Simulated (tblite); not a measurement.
C5H6N2O2Si.
Numbering: `[N:1]#[C:2][Si@@H:3]([CH:4]=[O:5])/[CH:6]=[CH:7]\[C:8]([NH2:9])=[O:10]` (hydrogens: H11 on Si3; H12 on C4; H13 on C6; H14 on C7; H15, H16 on N9)

Cartesian coordinates in Å at the GFN2-xTB level; atoms count from 1:
```xyz
16
C5H6N2O2Si angstrom
N     -3.4656   -2.1805    0.5986
C     -2.4943   -1.7327    0.1848
Si    -0.9001   -0.9840   -0.5235
C     -1.4972    0.8704   -0.4795
O     -0.7989    1.7537   -0.0580
C      0.1448   -1.0160    1.0588
C      1.1803   -0.1760    1.0169
C      1.3898    0.4274   -0.2922
N      2.2907    1.4039   -0.4485
O      0.7704   -0.0476   -1.2638
H     -0.8267   -1.6998   -1.7875
H     -2.5194    1.0979   -0.8329
H     -0.1390   -1.5271    1.9646
H      1.8322    0.0830    1.8367
H      2.3435    1.8703   -1.3400
H      2.6819    1.8660    0.3540
```

Calculated harmonic vibrations of the isolated species, GFN2-xTB (tblite), most abundant isotopes, no scaling. Errors from tens to a few hundred cm⁻¹ against measured bands are possible. Modes of hydrogen on silicon can be 10 to 20 % off. One conformer, not necessarily the lowest.

Harmonic wavenumbers (cm⁻¹): 57.5, 73.2, 93.7, 129.8, 153.9, 185.2, 243.4, 296.4, 311.2, 329.4, 371.0, 421.0, 437.5, 443.7, 494.1, 543.0, 588.6, 615.7, 646.2, 666.8, 744.2, 768.5, 795.3, 858.6, 907.2, 920.9, 1036.2, 1103.4, 1252.5, 1318.3, 1382.8, 1450.0, 1579.4, 1620.9, 1748.1, 2337.0, 2347.0, 2753.3, 3075.5, 3100.3, 3461.2, 3530.9.

A = 2540, B = 813.2, C = 740.5 MHz; mass 154.020 u (most abundant isotopes); point group C1, symmetry number 1.

**Question.** Zero-point energy?

**Answer.** ½Σν̃ = 22596 cm⁻¹ = 270.32 kJ/mol.

**Question.** Give the ideal-gas entropy at 273.15 K and 1 bar in the rigid-rotor, harmonic-oscillator model (classical rotation).

**Answer.** Translation 169.86, rotation 123.30, vibration 128.61: S = 421.8 J/(mol K).

**Question.** And Cp and H(273.15 K) − H(0)?

**Answer.** Cp = 170.91 J/(mol K), of which vibrations give 137.65 (their classical limit is 42 R = 349.2); H(273.15 K) − H(0) = 28.29 kJ/mol without the zero-point energy, 19.21 from vibrations.

**Question.** How do the functions run with temperature in this model?

**Answer.** 
| T (K) | S (J/(mol K)) | Cp (J/(mol K)) | H − H(0) (kJ/mol) | G − H(0) (kJ/mol) | ln q(vib) |
| --- | --- | --- | --- | --- | --- |
| 150 | 337.6 | 112.9 | 10.65 | -40.00 | 3.21 |
| 250 | 407.1 | 161.3 | 24.44 | -77.32 | 6.29 |
| 298.15 | 437.2 | 180.6 | 32.69 | -97.65 | 7.78 |
| 400 | 495.2 | 214.2 | 52.87 | -145.19 | 10.87 |
| 600 | 591.3 | 259.4 | 100.58 | -254.17 | 16.54 |
| 900 | 704.9 | 300.2 | 185.07 | -449.33 | 24.02 |

q(vib) and H(0) count from the zero-point level.

**Question.** Blend soft modes into free rotors: weight 1/[1 + (100 cm⁻¹/ν̃)⁴] for the oscillator and the rest for a rotor with moment μB/(μ + B), μ = h/(8π²ν), B = 10⁻⁴⁴ kg m². What vibrational entropy results?

**Answer.** 120.40 J/(mol K) in place of 128.61, which changes −T·S at 273.15 K by +2.24 kJ/mol.

**Question.** What must be added to the electronic energy to get the Gibbs energy at 273.15 K and 1 bar?

**Answer.** ZPE + [H(273.15 K) − H(0)] − T·S = 270.32 + 28.29 − 115.20 = 183.41 kJ/mol.

**Question.** Which modes carry the vibrational entropy at 273.15 K?

**Answer.** 57.5 cm⁻¹: 18.28; 73.2 cm⁻¹: 16.29; 93.7 cm⁻¹: 14.27; 129.8 cm⁻¹: 11.64; 153.9 cm⁻¹: 10.28; 185.2 cm⁻¹: 8.84 J/(mol K); the other 36 give 49.01 together.

Hindered rotation and anharmonicity are outside this model. Other conformers, if any are populated, would add a mixing term that is left out. The structure is chiral; the term R ln 2 for an equal mix with its mirror image is left out.
